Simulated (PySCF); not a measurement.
# MnO₂⁺: from structure and modes to constants

All numbers come from PySCF, PBE0, basis Mn def2-TZVP, O def2-TZVP (no relativity, density fitting).

The singlet minimum has C2v symmetry. Masses (u): Mn 54.93805, O 15.99492.

```xyz
3
charge 1 multiplicity 1, angstrom
Mn    0.0000    0.0000   -0.2843
O     1.3076    0.0000    0.4882
O    -1.3076    0.0000    0.4882
```

Harmonic wavenumbers (cm⁻¹): 350.4 (a1, ×1), 1115.5 (b2, ×1), 1145.4 (a1, ×1).

Question: Find the principal moments of inertia and the rotational constants. What kind of rotor is it?

Answer: About the centre of mass I = 12.065, 54.699, 66.764 u Å². With B = 16.8576/I this gives 1.397, 0.3082, 0.2525 cm⁻¹. The molecule is an asymmetric top with κ = -0.90.

Question: What is the harmonic zero-point energy?

Answer: Half the sum of all 3 wavenumbers, 2611/2 = 1306 cm⁻¹, which is 15.6 kJ/mol (1 cm⁻¹ = 0.0119627 kJ/mol).

Question: Find the vibrational entropy and heat capacity at 298.15 K.

Answer: With u = 1.43878 ω/T, each mode gives S = R[u/(eᵘ−1) − ln(1−e⁻ᵘ)] and C = R u² eᵘ/(eᵘ−1)².
```
ω (cm⁻¹)      u  S (J/(mol K))  C (J/(mol K))
   350.4  1.691           4.87           6.59
  1115.5  5.383           0.24           1.12
  1145.4  5.527           0.22           1.02
```
The sums over all modes are S = 5.3 and C = 8.7 J/(mol K); the softest mode gives 91 % of the entropy.

Question: Give the standard entropy (298.15 K, 1 bar) by its translational, rotational, vibrational and spin parts, and Cp.

Answer: Sackur–Tetrode with M = 86.93 u gives 164.5; rotation with symmetry number 2 gives 87.2; vibration 5.3; spin R ln 1 = 0.0. The total is 257.1 J/(mol K), and Cp = 4 R + 8.7 = 42.0 J/(mol K).

Stability towards spin polarisation was not tested. Only a few start shapes were tried, so a lower isomer may exist.
